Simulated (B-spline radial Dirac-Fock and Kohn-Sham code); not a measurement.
# Form factor and incoherent scattering function of Os⁴⁺

System: Os⁴⁺ in the configuration [Xe] 4f14 5d3 6s1 (an excited configuration).

These are calculated numbers from an atomic code on a B-spline grid; the model is Dirac-Fock orbitals of the configuration average with a finite nucleus. f₀ is the Fourier transform of the spherical electron density, S the Waller-Hartree incoherent function, and s = sin θ/λ.

```
s (Å⁻¹)      f₀       S
      0  72.000   0.000
   0.05  71.357   0.721
    0.1  69.553   2.537
   0.15  66.900   4.805
    0.2  63.758   7.141
   0.25  60.421   9.438
    0.3  57.083  11.668
   0.35  53.850  13.810
    0.4  50.779  15.864
   0.45  47.895  17.835
    0.5  45.206  19.722
    0.6  40.392  23.185
    0.7  36.237  26.201
    0.8  32.622  28.850
    0.9  29.462  31.251
      1  26.707  33.477
    1.1  24.331  35.561
    1.2  22.310  37.520
    1.4  19.197  41.128
    1.6  17.041  44.375
    1.8  15.483  47.253
      2  14.236  49.736
    2.5  11.538  54.404
      3   9.138  57.585
    3.5   7.286  59.952
      4   6.057  61.817
      5   4.785  64.562
      6   4.039  66.447
```

f₀ starts at the number of electrons, 72, and has fallen to half at s ≈ 0.71 Å⁻¹. The sum of ⟨r²⟩ over the electrons is 35.53 bohr².
